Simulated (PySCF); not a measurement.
How methods differ on the excitation energy of Mo²⁺

Mo²⁺ [Kr] 4d4 (5D) → Mo²⁺ [Kr] 4d3 5p1 (high-spin determinant), as a difference of total energies. Computed with PySCF 2.14 in def2-QZVPPD with the def2 core potential (28 electrons) (7s5p4d3f2g, 81 functions), with a scalar-relativistic core potential. Correlated levels: valence: 4s2 4p6 frozen; valence and next inner shell: nothing frozen outside the core potential. The calculations carry no spin-orbit coupling.

```
                                method  excitation energy (eV)
                                   UHF                   9.276
                                   LDA                   9.359
                                   PBE                   9.269
                                  PBE0                   9.451
                                r2SCAN                   9.335
                                  MN15                   9.538
                                PBEsol                   9.329
                                M06-2X                   9.665
                                  PW91                   9.279
                         MP2 (valence)                   9.553
                     SCS-MP2 (valence)                   9.369
    MP2 (valence and next inner shell)                   9.690
SCS-MP2 (valence and next inner shell)                   9.555
```

Problem. How much does correlation contribute at MP2 (valence and next inner shell)?

Solution. 9.690 − (9.276) = 0.414 eV, measured against UHF.

The determinant of the upper state mixes LS terms, which raises its energy above the lowest term, most at the Hartree-Fock and MP2 levels.
